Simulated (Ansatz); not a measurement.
C₂H₄BrFSi, SMILES `FC1(Br)C[SiH2]1` at its PBE0-D4/def2-TZVP geometry, where that method's forces vanish. Total charge 0; spin multiplicity 1.

```xyz
9

F     1.9445    0.2626    0.4812
C     0.6394   -0.0890    0.5913
Br    0.3298   -1.0459    2.2348
C     0.0360   -0.7182   -0.6511
Si   -0.7403    0.9098   -0.1625
H    -0.4781   -1.6658   -0.5360
H     0.7076   -0.6901   -1.5065
H    -0.3909    2.0958   -0.9697
H    -2.0480    0.9408    0.5186
```

(1) What forces (eV/Å) does ωB97M-V/def2-TZVPP give on these atoms in Ansatz 0.2.0? (Best estimate.)

## Answers

(1) Ansatz gave: 
```
F1   0.295  0.062 -0.028
C2  -0.322  0.046  0.098
Br3  0.006 -0.012 -0.010
C4  -0.082 -0.088 -0.158
Si5 -0.042  0.076 -0.017
H6   0.060  0.066  0.008
H7  -0.042  0.003  0.077
H8  -0.038 -0.149  0.106
H9   0.166 -0.005 -0.077
```
